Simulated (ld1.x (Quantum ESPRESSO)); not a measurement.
## Pseudopotential generation for gold (Au): ultrasoft, PBE, fully relativistic.

```json
{"Element": "gold", "Generator": "ld1.x (Quantum ESPRESSO) 7.5", "Type": "ultrasoft", "Functional": "PBE", "Relativity": "fully relativistic", "Frozen core": "[Kr] 4d10 4f14", "Valence charge": "19", "Reference configuration": "5s2 5p6 5d9 6s2 6p0", "Partial waves": "5s (bound): rcut 1.20, rcutus 1.35 bohr; 6s (bound): rcut 1.20, rcutus 1.35 bohr; 5p (bound): rcut 1.55, rcutus 1.90 bohr; 6p (bound, empty): rcut 1.55, rcutus 1.90 bohr; 5d (bound): rcut 0.95, rcutus 1.25 bohr; 5d channel at -0.26 Ry: rcut 0.95, rcutus 1.25 bohr", "Local potential": "all-electron potential smoothed inside 1.05 bohr (lloc = -1)", "Core correction": "a·sin(br)/r model core inside 0.85 bohr", "Augmentation charge": "PSQ, inside the norm-conserving radii"}
```

Open shells are filled in proportion to 2j + 1 (rel_dist='average').

All-electron outer shells of the reference configuration (PBE, scalar-relativistic, ld1.x):

```tsv
shell	level (eV)	outermost node (bohr)	outermost maximum (bohr)
4d	-328.94	0.20	0.41
5s	-111.29	0.48	0.84
4f	-84.16	–	0.37
5p	-62.53	0.52	0.96
5d	-8.95	0.56	1.20
6s	-6.66	1.11	2.27
6p	-1.10	1.31	3.38
```

What the tests gave:

```
Configuration tests                       : test run stopped at test 1 of 7 (negative rho)
Lowest eigenvalue of the overlap operator : -0.35 (p1/2 channel); it is negative, so in a basis up to 400 Ry S is not positive definite and the file is unfit for use
Density cutoff estimated by the generator : 429 Ry
```

The ghost test of this file was not conclusive. Its overlap operator is not positive definite in a basis up to 400 Ry (lowest eigenvalue p1/2 -0.35, p3/2 -0.28), so the file is unfit for use: the generalised eigenproblem breaks down once the basis is large enough, and its test numbers describe a broken file.

Generation and tests took about 1.9 s on one core of a shared server CPU.
